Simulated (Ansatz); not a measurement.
```yaml
crystal:
  periodic: [false, false, false]
  atoms:
    - {symbol: C, position_ang: [-0.702898, 0.638089, -0.223943]}
    - {symbol: Si, position_ang: [-0.338409, -0.398636, 0.058910]}
    - {symbol: N, position_ang: [0.747187, -0.474733, 0.540209]}
    - {symbol: Si, position_ang: [1.821869, -0.183043, 0.160139]}
    - {symbol: H, position_ang: [-1.377856, 0.630179, -0.532977]}
    - {symbol: H, position_ang: [-0.659265, 1.184159, 0.360883]}
    - {symbol: H, position_ang: [-0.188310, 0.911233, -0.624681]}
    - {symbol: H, position_ang: [-0.883721, -0.887935, 0.715067]}
    - {symbol: H, position_ang: [0.739273, -0.655314, 1.126841]}
    - {symbol: H, position_ang: [1.424806, -0.012102, -0.820508]}
    - {symbol: H, position_ang: [-0.239830, -0.906942, -0.793097]}
basis:
  gaussian: {orbitals: ANO-RCC-VTZP}
magnetization: {spin_polarized: true, initial_magnetization: 0}
hamiltonian: {xc: {name: PBE-QIDH}}
output: {forces: true}
```

```sh
$ ansatz run in.yaml --threads 2 --pin off --events-out ev --progress --plain --max-ram 4352MiB
```

It prints (some lines left out):

```
Functional definition: PBE-QIDH
  name "PBE-QIDH"
  cite "Brémond, Sancho-García, Pérez-Jiménez & Adamo, J. Chem. Phys. 141, 031101 (2014) doi:10.1063/1.4890314"
  cite "Perdew, Burke & Ernzerhof, Phys. Rev. Lett. 77, 3865 (1996) doi:10.1103/PhysRevLett.77.3865"
  parameter a = 3^(-1/3)
  parameter c = 1/3
  exchange = (1 - a)*pbe_x + a*exact_x
  correlation = (1 - c)*pbe_c + c*(mp2_os + mp2_ss)
1265 factors; integrals over basis functions are off by at most 7.5e-4 eV
mean field evaluation 1: about -18310.3033 eV, gradient 8.3e1 eV
mean field evaluation 2: about -18310.5169 eV, gradient 8.3e1 eV
mean field evaluation 4: about -18331.8249 eV, gradient 7.2e0 eV
mean field evaluation 8: about -18332.0437 eV, gradient 2.8e-1 eV
mean field evaluation 16: about -18332.0446 eV, gradient 1.5e-4 eV
mean field -18332.04462436 eV, -673.6902140390 hartree, gradient 3.2e-6 eV, S^2 0.000000; 2 other end points of the search recorded, 0 dependent functions left out
12 core orbitals not correlated: weight in the atoms' cores, before any rotation towards them, 0.998 or more for the frozen orbitals, at most 0.001 for the correlated occupied ones
reference -18332.04465316 eV, -673.6902150976 hartree; 12, 12 occupied and 202, 202 virtual orbitals, 1265 factors
second order -19.58306040 eV of doubles, -0.00000000 eV of singles
the calculation of the forces begins
Total energy: -18338.57233996 eV, -673.9301031629 hartree
Relativity: scalar
Atom 0 at    -0.702898     0.638089    -0.223943 Å, force   -29.845716    51.540070     1.167415 eV/Å
Atom 1 at    -0.338409    -0.398636     0.058910 Å, force   -16.550187   -46.568712    -1.317300 eV/Å
Atom 2 at     0.747187    -0.474733     0.540209 Å, force     1.087929     0.165996   -17.332145 eV/Å
Atom 3 at     1.821869    -0.183043     0.160139 Å, force    69.547821    13.349775    -4.969236 eV/Å
Atom 4 at    -1.377856     0.630179    -0.532977 Å, force   -30.269650     0.672986   -14.395210 eV/Å
Atom 5 at    -0.659265     1.184159     0.360883 Å, force    -0.275394    15.264215    16.520164 eV/Å
Atom 6 at    -0.188310     0.911233    -0.624681 Å, force    29.707191    16.021809   -25.495651 eV/Å
Atom 7 at    -0.883721    -0.887935     0.715067 Å, force   -18.805493   -16.316768    20.342439 eV/Å
Atom 8 at     0.739273    -0.655314     1.126841 Å, force    -1.215406   -22.071452    71.566096 eV/Å
Atom 9 at     1.424806    -0.012102    -0.820508 Å, force    -4.903869     4.315487   -20.689010 eV/Å
Atom 10 at    -0.239830    -0.906942    -0.793097 Å, force     1.522775   -16.373406   -25.397562 eV/Å
Dipole moment:    -0.515806     0.218237     0.104112 e Å
```

Q: Something in this input is off. What?

A: The geometry is squeezed to about two thirds of its size. The calculation finished and met its thresholds. The result belongs to that input, not to the molecule as meant.
